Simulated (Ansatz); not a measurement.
Born–Oppenheimer molecular dynamics of ClH₅InO₂P (10 atoms, charge 0, multiplicity 1). It starts at the highest image of a converged band. Of that band: Neighbouring images differ by up to 1.3 eV, so the band resolves the path poorly. A vibrational analysis at the climbing image gives one clearly imaginary mode, 987i cm⁻¹: a first-order saddle point.

Computed with Ansatz, RKS PBE0-D4/def2-SVP.

| Quantity | Value |
| --- | --- |
| ensemble | NVE (velocity Verlet) |
| time step | 0.5 fs |
| steps asked | 200 |
| starting velocities drawn for | 100 K |
| seed | 5655 |

First frame:

```xyz
10
Properties=species:S:1:pos:R:3
In 0.107 0.336 -0.010
O -0.197 -0.157 2.014
H -1.046 -0.542 2.273
O 1.826 -0.215 -0.844
H 2.480 -0.434 -0.169
Cl -1.875 0.403 -1.253
P 0.300 2.732 1.542
H 1.530 2.564 0.834
H -0.524 2.925 0.390
H -0.067 1.226 2.045
```

**Question.** How far do the bonds stretch over the last three quarters of this one trajectory? (Pairs bonded in most of those frames.)

**Answer.** 
```
   bond  mean (Å)  spread (Å)  shortest  longest
 In1–O2     2.011       0.016      1.98     2.06
 In1–O4     1.995       0.005      1.99     2.00
In1–Cl6     2.352       0.016      2.32     2.37
  O2–H3     0.966       0.001      0.96     0.97
  O4–H5     0.967       0.012      0.95     0.98
  P7–H8     1.437       0.020      1.40     1.47
  P7–H9     1.438       0.028      1.39     1.48
 P7–H10     1.430       0.019      1.40     1.46
```

Pairs bonded in part of these frames only: In1–P7 31 %.

Mean temperature of the second half: 354 K. The conserved energy stayed within 0.062 meV per atom of its start (net change 0.033 meV per atom), so the integration is sound. The kinetic energy rose, since the run started high on the potential surface and went downhill. It ends in pieces (ClH2InO2 + H3P), so much of that is their flight and rotation, not heat. A run of 0.1 ps of so small a system gives no equilibrium averages. The orbitals stay closed-shell, which can raise the energy where a bond breaks towards radicals; this wasn't checked here.

The run took 6.2 min on 4 threads of Arm Neoverse V2, on a shared host, peak memory 0.32 GiB.
